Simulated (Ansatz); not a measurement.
CH₇B₂ClSi (`CBB([SiH3])Cl`), relaxed with RKS PBE0-D4/def2-TZVP in Ansatz 0.2.0 from a PBE-D4/def2-SVP geometry. The force threshold is 0.005 eV/Å; the program also tests the step.

Total charge 0; spin multiplicity 1.

Start:

```xyz
12

C    -0.123    0.483    2.067
B     0.376   -0.494    0.946
B     0.778   -0.093   -0.619
Si   -0.587   -0.185   -2.131
Cl    2.419    0.410   -1.068
H    -0.899    0.042    2.726
H     0.776    0.602    2.724
H    -0.426    1.497    1.745
H     0.480   -1.681    1.245
H    -1.947   -0.662   -1.687
H    -0.098   -1.111   -3.219
H    -0.751    1.191   -2.731
```

Q: How much energy does the relaxation release, and in how many steps? (Best estimate.)

A: Ansatz gave: 3.75 kJ/mol, in 18 steps.

Q: Which bonds change most? (Best estimate.)

A: The calculation gave: B2–H9 from 1.229 to 1.206 Å; Si4–H11 from 1.510 to 1.489 Å; Si4–H12 from 1.511 to 1.491 Å; Si4–H10 from 1.508 to 1.489 Å.

Q: Give the relaxed structure. (Best estimate.)

A: Ansatz gave: 
```xyz
12

C    -0.108    0.493    2.037
B     0.370   -0.522    0.954
B     0.758   -0.135   -0.606
Si   -0.589   -0.185   -2.122
Cl    2.390    0.359   -1.031
H    -0.881    0.089    2.695
H     0.774    0.636    2.683
H    -0.404    1.479    1.678
H     0.461   -1.680    1.276
H    -1.908   -0.735   -1.706
H    -0.065   -1.007   -3.248
H    -0.800    1.208   -2.610
```
